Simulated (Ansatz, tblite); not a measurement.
Isomers of Ge₅Te₅ (singlet), found by a short tight-binding search and relaxed with r2SCAN-D4/def2-SVP in Ansatz.

In the def2 sets Te takes a core potential; there is no spin–orbit coupling. The xTB rows come from tblite.

Other spin states weren't relaxed.

A:

| atom | x (Å) | y (Å) | z (Å) |
| --- | --- | --- | --- |
| Ge1 | -1.030 | 2.148 | -1.526 |
| Ge2 | 0.810 | -2.001 | -1.132 |
| Ge3 | 1.508 | 1.907 | 1.100 |
| Ge4 | 1.550 | -0.656 | 1.397 |
| Ge5 | -2.741 | -0.043 | 0.641 |
| Te6 | 2.999 | -2.514 | 0.401 |
| Te7 | -1.160 | 2.163 | 1.330 |
| Te8 | 1.453 | 0.778 | -1.365 |
| Te9 | -2.663 | 0.141 | -1.998 |
| Te10 | -0.725 | -1.923 | 1.153 |

B:

Cartesian coordinates in Å:
```
Ge 1.462 1.809 0.706
Ge -1.800 -1.657 0.687
Ge 1.661 -1.466 1.572
Ge -1.521 -0.512 -1.502
Ge -0.769 2.725 1.186
Te 3.519 0.407 0.822
Te -0.144 1.848 -1.397
Te -2.396 -0.970 -3.689
Te 0.531 -2.369 -0.691
Te -0.546 0.185 2.306
```

Estimate their order by electronic energy at PBE0-D4/def2-SVP, counted from the lowest.

A (0.0) < B (31.3), in kcal/mol.

Do the other levels pick the same lowest one?

All that were run do. Energies above each level's lowest (kcal/mol):

| level | A | B |
| --- | --- | --- |
| GFN1-xTB | 0.0 | 8.4 |
| GFN2-xTB | 0.0 | 33.4 |
| PBE-D4/def2-SVP | 0.0 | 31.1 |
| r2SCAN-D4/def2-SVP | 0.0 | 27.6 |
| PBE0-D4/def2-SVP | 0.0 | 31.3 |
Point groups (tolerance 0.1 Å): A not assigned, B not assigned. Lower isomers may exist.
